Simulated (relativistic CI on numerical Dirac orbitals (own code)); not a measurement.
Slater's F² for K3+ from its measured terms

Problem. The ground configuration 3s2 3p4 of K3+ has the measured levels 3P: 2321.2 (J = 0), 1671.7 (J = 1), 0.0 (J = 2); 1D: 16384.0 (J = 2); 1S: 38546.3 (J = 0) cm⁻¹ (Sansonetti, J. Phys. Chem. Ref. Data 37, 7 (2008)). Test the one-configuration theory of p4 and extract F²(3p,3p).

Working.
1. Centres of gravity, weighted by 2J + 1: 3P 815.1, 1D 16384.0, 1S 38546.3 cm⁻¹. To first order spin-orbit coupling drops out of them.
2. Slater-Condon theory gives 1D − 3P = 6F²/25 and 1S − 1D = 9F²/25, so the ratio of the upper interval to the lower is 9/6 = 1.500, whatever F².
3. Measured intervals: 15568.9 and 22162.3 cm⁻¹, ratio 1.424.
4. F² from the lower interval is 64870 and from the upper 61562 cm⁻¹.

Check. The radial integral calculated for this configuration (Dirac-KLI orbitals, unscaled) is F² = 77326 cm⁻¹; the two empirical values are 84 % and 80 % of it. The ratio departs from 1.50 through mixing with other configurations and second-order spin-orbit coupling.
